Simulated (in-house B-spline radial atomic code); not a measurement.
A radial electron density 4πr²n(r) was computed for an atom or ion in its tabulated ground configuration with a B-spline radial code for spherical atoms; method: Dirac-Hartree-Fock, average of configuration. Columns: r (bohr), 4πr²n(r) (electrons per bohr), bar.

```
 0.00105    1.717 #
 0.00128    2.427 #
 0.00155    3.374 ##
 0.00189    4.718 ###
 0.00229    6.482 ###
 0.00278    8.856 #####
 0.00338       12 ######
  0.0041       16 #########
 0.00498    21.05 ###########
 0.00604    27.13 ##############
 0.00733    34.22 ##################
  0.0089    42.03 ######################
  0.0108    49.96 ###########################
  0.0131    57.14 ###############################
  0.0159    62.55 #################################
  0.0193    65.17 ###################################
  0.0235     64.5 ##################################
  0.0285    61.27 #################################
  0.0346    57.53 ###############################
   0.042    56.37 ##############################
   0.051    60.28 ################################
  0.0619    69.04 #####################################
  0.0752    78.57 ##########################################
  0.0913     82.4 ############################################
   0.111    76.73 #########################################
   0.135    65.05 ###################################
   0.163    57.26 ###############################
   0.198    59.26 ################################
   0.241    66.55 ####################################
   0.292       66 ###################################
   0.355    51.51 ############################
   0.431    32.01 #################
   0.523    20.95 ###########
   0.635    20.92 ###########
    0.77     23.3 ############
   0.935     20.7 ###########
    1.14    13.63 #######
    1.38    6.927 ####
    1.67    2.702 #
    2.03   0.7654 
    2.47   0.1498 
    2.99  0.01966 
    3.64 0.001366
```

**Question.** Which atom or ion is it?
A. Sn5+
B. Sn6+
C. Sn4+
D. In5+

**Answer.** A. The area under the curve, ∫4πr²n dr = ∫r·4πr²n d(ln r) on this logarithmic grid, is 45 electrons, which only this option has. The configuration is [Kr] 4d9.
